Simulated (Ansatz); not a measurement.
`FCBCF` + `C[CH](Cl)[SnH3]` → `FC[BH][SnH3]` + `CC(Cl)CF`  (formal exchange of groups at a B–C bond)

Calculated with Ansatz (gas phase, PBE0-D4/def2-TZVP geometries, no zero-point term in ΔE). CCSD(T)/CBS adds triple-zeta CCSD(T) − MP2 to the extrapolated MP2 energy (def2 sets, frozen cores). DFT in def2-TZVPP. B3LYP here is the variant with VWN-RPA as its local correlation; programs differ in this. Elements past krypton have def2 core potentials. For Sn outer-core shells are correlated without core-valence functions, which leaves a few kJ/mol of doubt a bond. Each species was taken in one conformer, which may not be the lowest.

`FCBCF`:

Z-matrix (Å, degrees):
```
C
B 1 1.551
F 1 1.386 2 115.0
H 1 1.100 2 109.8 3 122.6
H 1 1.100 2 109.8 3 -122.6
C 2 1.554 1 120.4 3 -180.0
H 2 1.196 1 121.8 3 0.0
F 6 1.391 2 114.6 1 0.0
H 6 1.100 2 110.1 1 -122.1
H 6 1.100 2 110.1 1 122.1
```

`C[CH](Cl)[SnH3]`:

```xyz
11

C     0.725    1.181   -0.601
C    -0.533    0.529   -0.077
Cl   -1.138    1.414    1.366
Sn   -0.273   -1.548    0.484
H     0.549    2.231   -0.850
H     1.059    0.668   -1.508
H     1.533    1.139    0.132
H    -1.337    0.596   -0.810
H     0.253   -2.430   -0.886
H     0.917   -1.607    1.703
H    -1.754   -2.172    1.046
```

`FC[BH][SnH3]`:

```xyz
10

F    -1.685   -1.070   -0.479
C    -1.533   -0.150    0.550
B    -0.139    0.502    0.667
Sn    1.522   -0.027   -0.754
H    -2.297    0.635    0.423
H    -1.787   -0.651    1.497
H    -0.002    1.296    1.552
H     1.084    0.353   -2.361
H     1.866   -1.699   -0.692
H     2.971    0.811   -0.403
```

`CC(Cl)CF`:

```xyz
11

C    -0.084    0.073   -1.290
C     0.497    0.283    0.085
Cl    0.553    2.028    0.490
C    -0.302   -0.385    1.183
F    -0.307   -1.751    0.969
H     0.528    0.560   -2.050
H    -1.097    0.477   -1.347
H    -0.123   -0.998   -1.505
H     1.531   -0.064    0.129
H     0.143   -0.192    2.162
H    -1.337   -0.031    1.175
```

```csv
level,ΔE (kcal/mol),difference from CCSD(T)/CBS
PBE-D4,-0.2,0.6
r2SCAN-D4,-0.6,0.2
PBE0-D4,-0.9,-0.1
B3LYP-D4,0.4,1.2
ωB97X-V,-0.8,0.0
ωB97M-V,-0.3,0.5
B2PLYP,-0.2,0.6
PBE,-0.4,0.4
r2SCAN,-0.6,0.2
PBE0,-1.1,-0.3
B3LYP,0.0,0.8
HF/def2-TZVPP,-1.9,-1.1
MP2/def2-TZVPP,-0.5,0.3
SCS-MP2/def2-TZVPP,-0.6,0.2
CCSD/def2-TZVPP,-1.6,-0.8
CCSD(T)/def2-TZVPP,-1.4,-0.6
HF/def2-QZVPP,-1.7,-0.9
MP2/def2-QZVPP,0.0,0.8
SCS-MP2/def2-QZVPP,-0.2,0.6
HF/CBS(def2),-1.7,-0.9
MP2/CBS(def2),0.1,0.9
CCSD/CBS(def2),-1.0,-0.2
CCSD(T)/CBS,-0.8,0
```

Largest T1 diagnostic among the species: 0.013.
